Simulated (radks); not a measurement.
Results of a calculation; reference values are marked as such.
Br2+, configuration [Ar] 3d10 4s2 4p3. Code: a radial shooting solver on a logarithmic mesh with Libxc functionals. Model: Dirac Kohn-Sham, exchange-only B88, spin-unpolarised, spherical densities, point nucleus; open shells fill j = l - 1/2 first.

Unscreened Slater integrals over Kohn-Sham orbitals (cm^-1). Large and small components are both included. Empty in this configuration: 5s1/2.

integral,value
"F0(4p3/2,4p3/2)",105520
"F2(4p3/2,4p3/2)",55511
"F0(4p3/2,4p1/2)",106410
"G2(4p3/2,4p1/2)",55924
"F0(4p3/2,4s1/2)",113520
"G1(4p3/2,4s1/2)",75461
"F0(4p3/2,3d5/2)",137120
"F2(4p3/2,3d5/2)",28850
"G1(4p3/2,3d5/2)",9801.8
"G3(4p3/2,3d5/2)",9016.7
"F0(4p3/2,5s1/2)",60276
"G1(4p3/2,5s1/2)",6034.2
"F0(4p1/2,4p1/2)",107330
"F0(4p1/2,4s1/2)",114680
"G1(4p1/2,4s1/2)",76945
"F0(4p1/2,3d5/2)",139280
"G3(4p1/2,3d5/2)",9397.7
"F0(4p1/2,5s1/2)",60427
"G1(4p1/2,5s1/2)",5820.2
"F0(4s1/2,4s1/2)",124010
"F0(4s1/2,3d5/2)",157890
"G2(4s1/2,3d5/2)",13983
"F0(4s1/2,5s1/2)",61618
"G0(4s1/2,5s1/2)",3554.9
"F0(3d5/2,3d5/2)",340920
"F2(3d5/2,3d5/2)",162880
"F4(3d5/2,3d5/2)",102390
"F0(3d5/2,5s1/2)",66580
"G2(3d5/2,5s1/2)",1990.8
"F0(5s1/2,5s1/2)",48869
